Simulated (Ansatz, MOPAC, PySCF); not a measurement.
System: SF₃ (charge +1, singlet). SMILES: F[S+](F)F
Coordinates optimised at B3LYP-D3(BJ)/def2-TZVP (Ansatz, an electronic-structure program):
```xyz
4

F      1.3522     0.0269    -0.1577
S     -0.0351    -0.0352     0.4446
F     -0.6573     1.1709    -0.2259
F     -0.6325    -1.1352    -0.4067
```
Charge +1, spin multiplicity 1.

Unscaled harmonic wavenumbers (cm⁻¹) in rising order, each level at the stationary point that it reaches from this structure (no distance between atoms moves by over 0.3 Å); the order of modes can differ between levels, and a negative number is imaginary. B3LYP-D3(BJ)/def2-TZVP (PySCF, at the structure above): 378, 378, 523, 962, 965, 966.

AM1 (MOPAC): 317, 317, 408, 937, 991, 991. Zero-point energy 5.7 against 6.0 kcal/mol; where all levels lie over 400 cm⁻¹, the wavenumbers are on average 1.009 times those of B3LYP-D3(BJ)/def2-TZVP.

PM3 (MOPAC): 314, 314, 395, 689, 689, 711. Zero-point energy 4.4 against 6.0 kcal/mol; where all levels lie over 400 cm⁻¹, the wavenumbers are on average 0.722 times those of B3LYP-D3(BJ)/def2-TZVP.

PM6 (MOPAC): 221, 221, 331, 593, 593, 644. Zero-point energy 3.7 against 6.0 kcal/mol; where all levels lie over 400 cm⁻¹, the wavenumbers are on average 0.633 times those of B3LYP-D3(BJ)/def2-TZVP.

B3LYP/6-31G* (Ansatz): 344, 344, 484, 941, 963, 963. Zero-point energy 5.8 against 6.0 kcal/mol; where all levels lie over 400 cm⁻¹, the wavenumbers are on average 0.991 times those of B3LYP-D3(BJ)/def2-TZVP.
